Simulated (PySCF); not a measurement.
**The third ionisation energy along the third row**

All values are computed (PySCF 2.14, energy differences of UHF-based or UKS calculations, no spin-orbit coupling). Values in eV. The last column holds reference values (NIST; (s) semi-empirical, (t) theoretical, else measured). Unmarked ones compare directly (S terms, centres of terms, or small fine structure); those marked * lie between the lowest fine-structure levels and include a spin-orbit shift.

| element | configurations | UHF | LDA | PBE0 | r2SCAN | MP2 (valence and next inner shell) | SCS-MP2 (valence and next inner shell) | reference |
| --- | --- | --- | --- | --- | --- | --- | --- | --- |
| Al (aug-cc-pCVQZ-DK, spin-free X2C) | [Ne] 3s1 → [Ne] | 28.089 | 28.870 | 28.734 | 28.429 | 28.405 | 28.340 | 28.448 |
| Si (aug-cc-pCVQZ-DK, spin-free X2C) | [Ne] 3s2 → [Ne] 3s1 | 32.019 | 33.589 | 33.308 | 32.933 | 33.216 | 33.338 | 33.493 |
| P (aug-cc-pCVQZ-DK, spin-free X2C) | [Ne] 3s2 3p1 → [Ne] 3s2 | 29.581 | 30.198 | 30.257 | 30.368 | 29.965 | 29.951 | 30.203 * |
| S (aug-cc-pCVQZ-DK, spin-free X2C) | [Ne] 3s2 3p2 → [Ne] 3s2 3p1 | 34.151 | 34.870 | 34.867 | 35.016 | 34.739 | 34.635 | 34.86 ± 0.04 (s) * |
| Cl (aug-cc-pCVQZ-DK, spin-free X2C) | [Ne] 3s2 3p3 → [Ne] 3s2 3p2 | 38.955 | 39.661 | 39.654 | 39.832 | 39.724 | 39.514 | 39.8 ± 0.11 (s) * |
| Ar (aug-cc-pCVQZ-DK, spin-free X2C) | [Ne] 3s2 3p4 → [Ne] 3s2 3p3 | 39.390 | 40.851 | 40.717 | 40.691 | 40.399 | 40.501 | 40.735 ± 0.012 (s) * |

"Valence" correlates the outer s and p shells and, in groups 3 to 12 and the f block, the outer d or f shell, open or full, or the next shell where the ion has no valence electron left; the wider scheme adds the next inner shell.
